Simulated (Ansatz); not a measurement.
Calculated with Ansatz (gas phase, PBE0-D4/def2-TZVP geometries, no zero-point term in ΔE). CCSD(T)/CBS adds triple-zeta CCSD(T) − MP2 to the extrapolated MP2 energy (def2 sets, frozen cores). This one scheme is used for every species. DFT in def2-TZVPP. B3LYP here is the variant with VWN-RPA as its local correlation; programs differ in this. HSE06 is defined as in plane-wave codes. Open shells (•) are unrestricted, without spin–orbit coupling. Each species was taken in one conformer, which may not be the lowest.

`CC(C)[O][AlH2]` → `C[CH]C`• + `[O][AlH2]`•  (homolysis of the C–O bond)

```tsv
level	ΔE (eV)	difference from CCSD(T)/CBS
LDA (SPW92)	5.08	0.63
PBE-D4	4.21	-0.24
revPBE-D4	4.07	-0.38
BLYP-D4	4.02	-0.43
r2SCAN-D4	4.02	-0.43
B97M-V	4.13	-0.32
PBE0-D4	4.20	-0.25
B3LYP-D4	4.10	-0.35
r2SCAN0-D4	3.98	-0.47
HSE06-D4	4.20	-0.25
BHLYP-D4	3.96	-0.49
CAM-B3LYP-D4	4.23	-0.22
ωB97X-V	4.33	-0.12
B2PLYP	4.19	-0.26
PBE	4.11	-0.34
revPBE	3.78	-0.67
BLYP	3.79	-0.66
r2SCAN	3.99	-0.46
PBE0	4.10	-0.35
B3LYP	3.93	-0.52
r2SCANh	3.98	-0.47
r2SCAN0	3.94	-0.51
HSE06	4.11	-0.34
BHLYP	3.83	-0.62
CAM-B3LYP	4.13	-0.32
LC-ωPBE	4.18	-0.27
RPA@PBE/def2-TZVPP	4.20	-0.25
HF/def2-SVP	2.84	-1.61
MP2/def2-SVP	4.67	0.22
CCSD/def2-SVP	4.22	-0.23
CCSD(T)/def2-SVP	4.32	-0.13
MP2/def2-TZVPP	4.73	0.28
SCS-MP2/def2-TZVPP	4.56	0.11
CCSD/def2-TZVPP	4.18	-0.27
HF/def2-QZVPP	2.67	-1.78
MP2/def2-QZVPP	4.81	0.36
SCS-MP2/def2-QZVPP	4.64	0.19
HF/CBS(def2)	2.67	-1.78
MP2/CBS(def2)	4.86	0.41
CCSD/CBS(def2)	4.30	-0.15
CCSD(T)/CBS	4.45	0
```

Largest T1 diagnostic among the species: 0.018.

From BLYP to BHLYP (50 % exact exchange), in def2-TZVPP and without D4, ΔE moves by +0.04 eV. Leaving LDA and LC-ωPBE aside and taking each functional with its dispersion term where it has one, the values, not all of them listed here, spread over 0.39 eV, from BHLYP-D4 to ωB97M-V. LDA lies +0.97 eV from PBE without D4, its usual overbinding.
